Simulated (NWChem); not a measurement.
Program: NWChem. System: FOS, charge 0, spin multiplicity 2, at a geometry optimised with UPBE/def2-SVP. The structure started from a generated list of species. Its SCF solution wasn't tested for a lower state. Level: UMP2/def2-TZVP, 7 core orbitals frozen.

The NWChem input:

```
start mol
memory heap 200 mb stack 900 mb global 1100 mb
geometry units angstroms nocenter noautoz
  O      0.488438    -1.263746     0.000000
  S     -0.464142    -0.110502     0.000000
  F      0.390974     1.319778     0.000000
  symmetry group Cs
end
basis spherical
  * library def2-tzvp
end
scf
  uhf
  nopen 1
  maxiter 100
  thresh 1e-7
  semidirect memsize 60000000 filesize 0
  # guess.movecs holds the orbitals of an unrestricted PBE0 run
  vectors input guess.movecs output mol.movecs
end
mp2
  freeze core 7
end
task mp2 energy
```

Output (cleaned and shortened):

```
             Northwest Computational Chemistry Package (NWChem) 7.3.0
             --------------------------------------------------------

                                NWChem Input Module
                                -------------------

 Scaling coordinates for geometry "geometry" by  1.889725989
 (inverse scale =  0.529177249)

 Turning off AUTOSYM since
 SYMMETRY directive was detected!

                             Geometry "geometry" -> ""
                             -------------------------

 Output coordinates in angstroms (scale by  1.889725989 to convert to a.u.)

  No.       Tag          Charge          X              Y              Z
 ---- ---------------- ---------- -------------- -------------- --------------
    1 O                    8.0000     0.48843800    -1.26374600     0.00000000
    2 S                   16.0000    -0.46414200    -0.11050200     0.00000000
    3 F                    9.0000     0.39097400     1.31977800     0.00000000

 Effective nuclear repulsion energy (a.u.)     105.7486794250

            Nuclear Dipole moment (a.u.)
            ----------------------------
        X                 Y               Z
 ---------------- ---------------- ----------------
    -0.0000037795     0.0000037795     0.0000000000

      Symmetry information
      --------------------

 Group name             Cs
 Group number              2
 Group order               2
 No. of unique centers     3

      Symmetry unique atoms

     1    2    3


 Summary of "ao basis" -> "" (spherical)
 ------------------------------------------------------------------------------
       Tag                 Description            Shells   Functions and Types
 ---------------- ------------------------------  ------  ---------------------
 *                         def2-tzvp                  on all atoms

 Summary of "ao basis" -> "ao basis" (spherical)
 ------------------------------------------------------------------------------
       Tag                 Description            Shells   Functions and Types
 ---------------- ------------------------------  ------  ---------------------
[...]
  AO/Fock/Back tols     =   1.0D-09  1.0D-09  1.0D-09

 GA uses MA = F    GA memory limited = T

 Available:
  local mem=  1.26D+08
 global mem=  1.44D+08
 local disk=  0.00D+00
  mp2_memr nvloc                    82
  nvloc new                    82
   1 passes of  10:        5242880                      60977                  13496817.
   1 passes of  10: M    126149824           G      144159598           F     120906944.

 Semi-direct pass number   1 of   1  for UHF alpha       at        2.6s
  vrange nnbf                  4835
  mp2_eaftype                    51  avail_ma_in_mb                  1099
 EAF : mp2_eaftype filesize          51    6748408.
  mp2_eaf for mointskh                     51
Node 0 wrote     31.7 Mb in      0.0 s     Agg I/O rate:  1621.5 Mb/s
 Done moints_semi at        4.3s
  mp2_eaftype                    51  avail_ma_in_mb                  1048
 EAF : mp2_eaftype filesize          51    6748408.
  mp2_eaf for kh                    51
 Done maket at        4.4s
 Done multipass loop at        4.4s

 GA uses MA = F    GA memory limited = T

 Available:
  local mem=  1.26D+08
 global mem=  1.44D+08
 local disk=  0.00D+00
  mp2_memr nvloc                    83
  nvloc new                    83
   1 passes of   9:        5242880                      57329                  12296770.
   1 passes of   9: M    126149824           G      144159598           F     120906944.

 Semi-direct pass number   1 of   1  for UHF beta        at        4.5s
  vrange nnbf                  4835
  mp2_eaftype                    46  avail_ma_in_mb                  1099
 EAF : mp2_eaftype filesize          46    6148385.
  mp2_eaf for mointskh                     46
Node 0 wrote     28.9 Mb in      0.0 s     Agg I/O rate:   812.8 Mb/s
 Done moints_semi at        6.2s
  mp2_eaftype                    46  avail_ma_in_mb                  1053
 EAF : mp2_eaftype filesize          46    6148385.
  mp2_eaf for kh                    46
 Done maket at        6.3s
 Done multipass loop at        6.3s

          -------------------------------------------
          SCF energy                -571.870480583590
          Correlation energy          -0.648710658546
          Singlet pairs                0.000000000000
          Triplet pairs                0.000000000000
          Total MP2 energy          -572.519191242136
          -------------------------------------------

          ---------------------------------------------------
                    Spin Component Scaled (SCS) MP2
          Same spin pairs                     -0.172690389603
          Same spin scaling factor             0.333333333333
          Opposite spin pairs                 -0.476020268943
          Opposite spin scaling fact.          1.200000000000
          SCS-MP2 correlation energy          -0.628787785932
          Total SCS-MP2 energy              -572.499268369523
          ---------------------------------------------------

 -----------------------
 Performance information
 -----------------------

 Timer overhead =  9.63D-08 seconds/call

               Nr. of calls         CPU time (s)                 Wall time (s)                GFlops
             ---------------    -------------------     ------------------------------   -------------------
Name         Min   Avg   Max    Min     Avg     Max     Min     Avg     Max   Mx/calls   Min     Max     Sum
mp2: moin     2     2     2    3.5     3.5     3.5      3.5     3.5     3.5     1.7      0.0     0.0     0.0
mp2: make     2     2     2   0.19    0.19    0.19     0.19    0.19    0.19    9.40E-2   0.0     0.0     0.0
mp2: tota     1     1     1    3.7     3.7     3.7      3.7     3.7     3.7     3.7      0.0     0.0     0.0

 The average no. of pstat calls per process was 5.00D+00
 with a timing overhead of 4.82D-07s

 Task  times  cpu:        6.3s     wall:        6.3s

 Total times  cpu:        6.3s     wall:        6.3s
```
